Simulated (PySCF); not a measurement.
## Orbital energies and ionisation energy

Species: C₄H₄O₃.
Structure used (PBE0-D3(BJ)/def2-SVP), in Å, numbered top down from 1:
```
atom  x, y, z in Å
O1    -1.7207   -1.2033   -1.9607
C2    -0.9331   -0.8248   -1.1582
C3    -0.9071    0.4838   -0.3979
C4     0.3331    0.3969    0.4725
C5     0.9252   -0.9608    0.1607
O6     1.8965   -1.4702    0.6134
O7     0.1463   -1.5875   -0.7821
H8    -1.8486    0.5759    0.1631
H9    -0.8934    1.3068   -1.1271
H10    1.0924    1.1625    0.2561
H11    0.1340    0.4469    1.5528
```

Level: CAM-B3LYP/def2-SVPD (PySCF). Frontier orbitals with their largest atomic shares (Löwdin; up to four atoms above 4 %):

```tsv
orbital	ε (eV)	main atoms
HOMO−3	-12.14	C3 16 %, C4 16 %, O6 14 %, O1 14 %
HOMO−2	-11.38	O7 33 %, O1 26 %, O6 26 %, C5 7 %
HOMO−1	-10.79	O1 31 %, O6 31 %, C3 9 %, C4 9 %
HOMO	-10.01	?
LUMO	0.17	C5 22 %, C2 22 %, O6 19 %, O1 19 %
LUMO+1	0.64	O7 17 %, C2 14 %, C5 14 %, C3 10 %
LUMO+2	0.69	C4 17 %, C3 17 %, C5 13 %, C2 13 %
```

Q: What vertical ionisation energy does ΔSCF give, and how far is −ε(HOMO) from it?

A: ΔSCF: 11.04 eV (1065 kJ/mol; threshold wavelength 112 nm); ⟨S²⟩ of the doublet left behind is 0.763, against 0.75 for a pure doublet. −ε(HOMO) is 10.01 eV, 1.03 eV below it. For the exact functional −ε(HOMO) would equal the first vertical ionisation energy; CAM-B3LYP (range-separated hybrid) falls short of its own ΔSCF value by 9 %.

Q: On which atoms does the HOMO lie?

A: O1 (anhydride carbonyl oxygen) 34 %, O6 (anhydride carbonyl oxygen) 34 %, O7 (anhydride bridging oxygen) 9 %, C5 (anhydride carbonyl carbon) 6 %, so no atom holds as much as 40 %. The HOMO−1 lies 0.78 eV lower.

Q: How many of the 10 lowest singlet excitations (vertical TDDFT, same level) lie below the ionisation energy?

A: All 10; they run from 5.54 to 9.08 eV.

Q: What kinetic energy would electrons from this vertical process carry with He I light (21.218 eV)?

A: 21.22 − 11.04 = 10.18 eV.

Q: Shift the occupied levels rigidly so that −ε(HOMO) equals the ΔSCF value. What binding energies result?

A: The shift is +1.03 eV: HOMO 11.04, HOMO−1 11.82, HOMO−2 12.41, HOMO−3 13.17 eV. A rigid shift is only a rough guide to the deeper ionisations.

Isolated species at its PBE0-D3(BJ)/def2-SVP geometry, gas phase.
